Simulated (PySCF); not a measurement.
Run record for `C=C(Br)S[SiH3]`: BLYP/def2-SVPD, fitting basis def2-qzvpp-jkfit, full TDDFT, 12 singlets.

Method: TDDFT BLYP/def2-SVPD, vertical, gas phase, core orbitals frozen in the response (PySCF 2.14.0, density-fitted response routines). Geometry: GFN2-xTB. A driver script takes a list of jobs; this job's settings line and coordinates (Å) are shown.

Command:
```bash
OMP_NUM_THREADS=1 python probes_run.py task.json out
```

Input:
```
{"job": {"kind": "uv", "xc": "BLYP", "basis": "def2-SVPD", "nstates": 12, "ntriplets": 2, "tda": false, "scf": {"aux": "def2-qzvpp-jkfit"}}, "charge": 0, "multiplicity": 1}
C      1.495762     1.002496     1.409651
C      0.823184     0.446184     0.414174
Br     1.705565    -0.826366    -0.719110
S     -0.845380     0.858611     0.054649
Si    -1.558999    -0.787780    -1.168238
H      2.527524     0.769671     1.603493
H      1.009918     1.714497     2.052982
H     -1.265303    -2.016166    -0.444404
H     -0.908967    -0.695688    -2.466808
H     -2.974422    -0.460805    -1.207250
```

Output:
```
final grid: 86024 points
cycle   1  E = -3340.3913120689  dE = -7.004e-01  |g| = 4.540e-01  |ddm| = 4.881e+00
cycle   2  E = -3340.2574989815  dE =  1.338e-01  |g| = 7.810e-01  |ddm| = 1.528e+00
cycle   3  E = -3340.4269538413  dE = -1.695e-01  |g| = 2.026e-01  |ddm| = 1.261e+00
cycle   4  E = -3340.4389681106  dE = -1.201e-02  |g| = 6.489e-02  |ddm| = 3.535e-01
cycle   5  E = -3340.4400232106  dE = -1.055e-03  |g| = 2.775e-02  |ddm| = 1.498e-01
cycle   6  E = -3340.4402458624  dE = -2.227e-04  |g| = 8.208e-03  |ddm| = 4.700e-02
cycle   7  E = -3340.4402648270  dE = -1.896e-05  |g| = 2.379e-03  |ddm| = 1.743e-02
cycle   8  E = -3340.4402666250  dE = -1.798e-06  |g| = 5.248e-04  |ddm| = 4.642e-03
cycle   9  E = -3340.4402666934  dE = -6.848e-08  |g| = 9.376e-05  |ddm| = 9.802e-04
cycle  10  E = -3340.4402666960  dE = -2.570e-09  |g| = 2.218e-05  |ddm| = 2.428e-04
cycle  11  E = -3340.4402666962  dE = -1.532e-10  |g| = 4.451e-06  |ddm| = 5.107e-05
converged SCF energy = -3340.4402666962

Static polarisability (au): isotropic 99.064, principal 70.501 102.324 124.368

Singlet excitations
state   eV       nm        f      main configurations
  1   3.8390    323.0   0.00084   H->L 0.99
  2   4.8224    257.1   0.00547   H->L+2 0.99
  3   4.9913    248.4   0.10739   H->L+1 0.73, H-1->L 0.14
  4   5.2055    238.2   0.04668   H-1->L 0.79, H->L+1 0.11
  5   5.3598    231.3   0.00070   H->L+3 0.92
  6   5.5005    225.4   0.00849   H-2->L 0.93
  7   5.6301    220.2   0.00018   H->L+4 0.94
  8   5.6903    217.9   0.01963   H-1->L+1 0.49, H-2->L+1 0.39
  9   5.8445    212.1   0.02985   H-2->L+1 0.55, H-1->L+1 0.31
 10   6.0419    205.2   0.00482   H->L+5 0.71, H-1->L+2 0.24
 11   6.0678    204.3   0.00752   H-1->L+2 0.72, H->L+5 0.24
 12   6.1881    200.4   0.00221   H->L+6 0.96

Triplet excitations (Tamm-Dancoff, eV): 3.6037 3.7320
```

H and L stand for HOMO and LUMO; the number after each pair is its weight.

Problem. Which computed singlet has the largest oscillator strength, and what do all of them sum to?

Solution. State 3 at 4.99 eV (248 nm), f = 0.107; the 12 states sum to 0.234.

Problem. How does the lowest singlet excitation compare with the HOMO–LUMO gap?

Solution. HOMO -5.52 eV and LUMO -1.75 eV give a gap of 3.77 eV; S1 at 3.84 eV lies 0.07 eV above it.

In short: SCF converged in 11 cycles with 172 basis and 762 fitting functions; HOMO -5.52 eV, LUMO -1.75 eV; lowest singlet 3.84 eV; lowest triplet 3.60 eV (Tamm–Dancoff); mean polarisability 99.1 au.

 The BLYP/def2-SVPD calculation is non-relativistic and has no spin–orbit coupling, an omission that weighs most on bromine.

Problem. Estimate the wall time. Hardware: an Intel Xeon Platinum 8488C with one thread, no GPU, shared host with 192 logical CPUs at a one-minute load of 50. And the peak memory of the process?

Solution. About 23 s, with 0.59 GiB resident at the peak, the Python interpreter and its libraries included.

The values belong to the conformer `[CH2:1]=[C:2]([Br:3])[S:4][SiH3:5]`: C1–C2–S4–Si5 -162°.
